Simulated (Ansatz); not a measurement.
Mulliken charges of CH$_{2}$BFO, SMILES `FC1BO1` from B3LYP/def2-TZVPP in Ansatz (PBE0-D4/def2-TZVP geometry).

| atom | x (Å) | y (Å) | z (Å) | charge (e) |
| --- | --- | --- | --- | --- |
| F1 | -1.444 | 0.013 | -0.921 | -0.211 |
| C2 | -0.181 | -0.277 | -0.531 | 0.243 |
| B3 | 0.302 | 0.099 | 0.847 | -0.001 |
| O4 | 0.580 | 0.911 | -0.179 | -0.224 |
| H5 | 0.311 | -0.893 | -1.278 | 0.122 |
| H6 | 0.475 | 0.083 | 2.016 | 0.070 |

Question: By hand: the dipole of these point charges (1 e Å = 4.8032 D).

Answer: Σ q r = (0.202, -0.377, 0.090) e Å, of length 0.437 e Å = 2.10 D.

Question: How does the dipole of the full density compare? (Estimate.)

Answer: The calculation gave: (0.205, -0.258, 0.175) e Å, 1.79 D; the point charges give 1.17 times that, at 19° from its direction.

Point charges leave out the atoms' own dipoles, such as those of lone pairs, and Mulliken's split depends on the basis, so the two needn't agree.

B3LYP here is the variant with VWN-RPA as its local correlation; programs differ in this.
